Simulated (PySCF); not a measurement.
Tc⁺ (technetium, charge +1): UHF calculation

Configuration: [Kr] 4d5 5s1, high-spin 7S determinant. Calculation: PySCF 2.14, in x2c-TZVPall; scalar relativity by spin-free X2C-1e.

* Total energy: -4282.842939 hartree
* One-electron energy: -5893.7675 hartree
* Hartree (Coulomb) energy: 1738.3490 hartree
* Exchange energy: -127.4245 hartree
* ⟨S²⟩: 12.0022
* ⟨L²⟩: 0.000
* Sum of ⟨r⟩: 28.89 bohr
* Sum of ⟨r²⟩: 42.39 bohr²
* Langevin diamagnetic susceptibility: -33.6 ×10⁻⁶ cm³/mol
* Time after the integrals: 0.39 s of wall time on 1 thread of AMD EPYC 7R43 64-Core Processor (shared host)

```
shell  electrons  mean orbital energy (hartree)  rms radius, mean of both spins (bohr)
 1s α          1                     -777.82185                                 0.0394
 1s β          1                     -777.82108                                 0.0394
 2s α          1                     -114.05216                                  0.162
 2s β          1                     -114.00729                                  0.162
 2p α          3                     -101.89269                                  0.144
 2p β          3                     -101.85040                                  0.144
 3s α          1                      -21.32476                                  0.442
 3s β          1                      -21.29864                                  0.442
 3p α          3                      -17.21981                                  0.446
 3p β          3                      -17.19193                                  0.446
 3d α          5                      -10.58216                                  0.435
 3d β          5                      -10.51864                                  0.435
 4s α          1                       -3.70591                                   1.13
 4s β          1                       -3.42935                                   1.13
 4p α          3                       -2.51251                                   1.26
 4p β          3                       -2.15719                                   1.26
 4d α          5                       -0.78978                                   1.78
 5s α          1                       -0.53090                                   3.27
```

Densities and radii are taken from the X2C orbitals without a picture-change correction, which distorts them close to the nucleus.
